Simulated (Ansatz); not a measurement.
# Telling isomers of ClH5InNSi apart by their spectra

These gas-phase data were calculated for one isomer of ClH5InNSi at PBE0-D3(BJ)/def2-SVP (harmonic, unscaled wavenumbers; equilibrium rotational constants with average atomic masses):

```
rotational constants            : 2.741, 1.64, 1.049 GHz
all wavenumbers above 1500 cm⁻¹ : 3696, 3579, 2215, 2163, 1814, 1536
```

Candidates:

(1) `N[SiH2][InH][Cl]`, a singlet
(2) `Cl[SiH2][NH][InH2]`, a singlet

**Question.** Which structure fits?

**Answer.** Candidate (1). 2 modes lie between 3250 and 3800 cm⁻¹, one for each N–H bond, while (2) has 1.

The same quantities for all candidates:

```tsv
	rotational constants (GHz)	wavenumbers above 1500 cm⁻¹	E above the lowest, PBE0-D3(BJ)/def2-SVP (kcal/mol)
(1)	2.741, 1.64, 1.049	3696, 3579, 2215, 2163, 1814, 1536	0.0
(2)	6.759, 0.7277, 0.6878	3614, 2261, 2246, 1849, 1833	7.8
```

Harmonic stretches to hydrogen usually lie a few per cent above observed fundamentals. Each candidate is one conformer. Atoms past krypton carry core potentials. Programs: Ansatz 0.2.0.
